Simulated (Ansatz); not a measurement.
Isolated molecules relaxed with PBE0-D4/def2-TZVP in Ansatz; ΔE leaves out vibrations. CBS: MP2 limit from def2 TZ/QZ plus the TZ coupled-cluster correction, frozen cores. Functionals use def2-TZVPP. B3LYP here is the variant with VWN-RPA as its local correlation; programs differ in this. For Ge outer-core shells are correlated without core-valence functions, which leaves a few kJ/mol of doubt a bond. Scalar relativity is left out up to krypton. Each species was taken in one conformer, which may not be the lowest.

Consider the redistribution: `FBOC[SiH3]` + `[OH][GeH]([SiH3])[SH]` → `[OH][GeH]([SiH3])[SiH3]` + `FBOCS`.

`FBOC[SiH3]`:

Cartesian coordinates in Å:
```
F 0.149 1.275 2.124
B 1.204 0.949 1.378
O 1.126 -0.027 0.463
C -0.074 -0.765 0.222
Si -0.856 -0.229 -1.417
H 2.233 1.533 1.527
H 0.198 -1.823 0.181
H -0.787 -0.638 1.042
H -1.193 1.216 -1.351
H 0.093 -0.465 -2.534
H -2.093 -1.025 -1.635
```

`[OH][GeH]([SiH3])[SH]`:

Cartesian coordinates in Å:
```
O 1.513 0.926 0.972
Ge 0.750 -0.387 0.033
Si -1.058 0.651 -1.115
S 0.046 -2.000 1.401
H 2.158 0.592 1.601
H 1.805 -1.106 -0.833
H -2.067 1.069 -0.108
H -1.660 -0.339 -2.044
H -0.582 1.833 -1.878
H -0.905 -1.240 1.971
```

`[OH][GeH]([SiH3])[SiH3]`:

```xyz
12

O     1.783    0.406   -1.149
Ge    0.124    0.551   -0.468
Si   -1.015   -1.375   -1.283
Si    0.254    0.662    1.918
H     2.321    1.178   -0.961
H    -0.520    1.853   -1.010
H    -2.414   -1.347   -0.778
H    -0.345   -2.602   -0.781
H    -1.032   -1.388   -2.769
H     1.154    1.774    2.329
H     0.789   -0.614    2.461
H    -1.098    0.903    2.490
```

`FBOCS`:

```xyz
9

F     0.697    0.858   -2.546
B     0.128    0.837   -1.353
O     0.056   -0.350   -0.723
C    -0.488   -0.449    0.571
S     0.730   -0.252    1.885
H    -0.312    1.848   -0.888
H    -0.966   -1.424    0.651
H    -1.232    0.331    0.752
H     1.387   -1.399    1.651
```

```csv
species,B3LYP-D4 energy (Eh)
`FBOC[SiH3]`,-531.36854
`[OH][GeH]([SiH3])[SH]`,-2843.73336
`[OH][GeH]([SiH3])[SiH3]`,-2736.20739
`FBOCS`,-638.86694
```

(1) Work out ΔE.

Largest T1 diagnostic among the species: 0.013.

Results:

(1) ΔE = (-2736.20739) + (-638.86694) − (-531.36854) − (-2843.73336) = 0.02757 Eh = +17.3 kcal/mol. CCSD(T)/CBS gives +17.6 kcal/mol.

From PBE to PBE0 (25 % exact exchange), in def2-TZVPP and without D4, ΔE moves by +0.8 kcal/mol.
